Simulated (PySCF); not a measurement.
Gas-phase reaction: As + 3 H ⇌ AsH₃

Computed with PySCF and rigid-rotor harmonic-oscillator thermochemistry at 1 bar. † marks an energy on the PBE0/def2-TZVP geometry and frequencies. CCSD(T) freezes the core. Open shells (unrestricted): As (multiplicity 4), H (multiplicity 2); the rest are closed-shell singlets. B3LYP is the form with VWN-RPA correlation. As: all electrons, no relativistic terms. CCSD(T) isn't extrapolated to the basis-set limit; its ΔH°(298 K) is -806.9 kJ in def2-SVP and -860.7 kJ in def2-TZVPP. The harmonic model lacks anharmonicity and excited electronic states, which grow with temperature; levels with a mode under 35 cm⁻¹ are left out.

ΔH° and ΔS° at 298 K: B3LYP/def2-TZVP† -889 kJ, -295 J/K; CCSD(T)/def2-SVP† -807 kJ, -295 J/K; M06-2X/def2-TZVP† -845 kJ, -295 J/K.

With the heat capacities included, give log10 K (1 bar) at 600, 1200, 1400, 2000, 2500 K from B3LYP/def2-TZVP†, CCSD(T)/def2-SVP†, M06-2X/def2-TZVP†.


```
T (K)  B3LYP/def2-TZVP†  CCSD(T)/def2-SVP†  M06-2X/def2-TZVP†
-----  ----------------  -----------------  -----------------
600                61.6               54.4               57.7
1200               22.1               18.5               20.2
1400               16.4               13.4               14.8
2000                6.2                4.0                5.0
2500                1.4               -0.4                0.4
```
